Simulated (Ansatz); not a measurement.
Si(vinyl)3(NiPr2) (C₁₂H₂₃NSi), relaxed as a singlet with RKS r2SCAN-D4/def2-SVP in Ansatz, starting from the GFN2-xTB geometry. Force threshold 0.03 eV/Å.

Start:

```xyz
37

Si    0.1230    0.8587   -0.5434
C     1.4390    0.6136   -1.8824
C     1.1913    0.5945   -3.1819
H     2.4719    0.5363   -1.5640
H     0.1885    0.6854   -3.5648
H     1.9696    0.4875   -3.9238
C    -1.4862    1.3766   -1.3908
C    -1.9358    2.6192   -1.4347
H    -2.0610    0.6057   -1.8899
H    -1.4014    3.4249   -0.9577
H    -2.8498    2.8954   -1.9401
C     0.7194    2.2826    0.5647
C     1.5767    3.2197    0.1914
H     0.3170    2.3367    1.5710
H     2.0078    3.2237   -0.7971
H     1.8877    4.0239    0.8425
N    -0.2295   -0.5823    0.3459
C    -1.5426   -0.7434    0.9466
C    -2.2045   -2.0616    0.5365
C    -1.5167   -0.5893    2.4705
C     0.7840   -1.5588    0.7082
C     1.2124   -2.3883   -0.5040
C     1.9953   -0.9025    1.3707
H    -2.1564    0.0712    0.5497
H    -1.6879   -2.9184    0.9618
H    -3.2356   -2.0795    0.8810
H    -2.1970   -2.1544   -0.5466
H    -0.9682   -1.3992    2.9452
H    -1.0439    0.3525    2.7374
H    -2.5321   -0.5915    2.8591
H     0.3422   -2.2439    1.4383
H     1.6647   -1.7491   -1.2559
H     0.3489   -2.8778   -0.9465
H     1.9305   -3.1487   -0.2053
H     2.6873   -1.6628    1.7263
H     2.5145   -0.2597    0.6669
H     1.6768   -0.2972    2.2153
```

**Question.** Estimate the energy that the relaxation releases and the steps that it takes.

**Answer.** 20.5 kJ/mol, in 20 steps; 94 s on 2 threads of AMD EPYC 7R13 on a shared host and a share (18 GiB) of an NVIDIA H100 80GB HBM3. The force fell under the threshold at step 13, but the optimiser went on. No frequencies were taken in this run, so the end may be a saddle point.

**Question.** Does the start keep its bonding and symmetry?

**Answer.** By distances, no bond broke or formed. The bond that changes most is Si1–N17, from 1.73 to 1.75 Å (atoms count from 1).

**Question.** Predict the relaxed structure.

**Answer.** 
Cartesian coordinates in Å:
```
Si 0.073 0.851 -0.611
C 1.471 0.646 -1.850
C 1.339 0.931 -3.156
H 2.467 0.327 -1.507
H 0.385 1.275 -3.577
H 2.176 0.844 -3.860
C -1.508 1.258 -1.541
C -2.017 2.495 -1.656
H -2.036 0.434 -2.046
H -1.535 3.357 -1.177
H -2.930 2.704 -2.228
C 0.493 2.315 0.496
C 1.525 3.152 0.301
H -0.142 2.493 1.379
H 2.197 3.041 -0.560
H 1.746 3.985 0.981
N -0.222 -0.608 0.311
C -1.503 -0.700 1.031
C -2.268 -1.981 0.681
C -1.357 -0.525 2.547
C 0.794 -1.613 0.656
C 1.160 -2.498 -0.539
C 2.031 -0.998 1.320
H -2.118 0.146 0.669
H -1.722 -2.880 1.012
H -3.255 -1.995 1.171
H -2.417 -2.056 -0.407
H -0.777 -1.347 2.999
H -0.844 0.420 2.785
H -2.345 -0.514 3.036
H 0.334 -2.277 1.410
H 1.631 -1.910 -1.342
H 0.257 -2.968 -0.958
H 1.863 -3.294 -0.242
H 2.745 -1.780 1.628
H 2.562 -0.317 0.635
H 1.746 -0.415 2.209
```
Bond lengths: 7 × C–C 1.34 to 1.53 Å; 3 × C–Si 1.88 Å; 2 × C–N 1.47 Å; 1 × N–Si 1.75 Å; 23 × C–H 1.10 to 1.11 Å.
